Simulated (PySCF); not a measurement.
Excitations are Tamm–Dancoff values on a coarser integration grid. The basis has no diffuse functions, so Rydberg states are missing or too high.

Species: CH₂N₂Si, SMILES `N#CN=[SiH2]` (charge 0, multiplicity 1).

Question: What is the computed HOMO, S1–T1 gap (TDA) and brightest of the four lowest singlets (TDA) (PySCF 2.14.0 with CAM-B3LYP-D3(BJ)/def2-TZVP)?

Answer: 
```yaml
HOMO: -8.92 eV
S1–T1 gap (TDA): 0.40 eV
brightest of the four lowest singlets (TDA): 4.85 eV
```
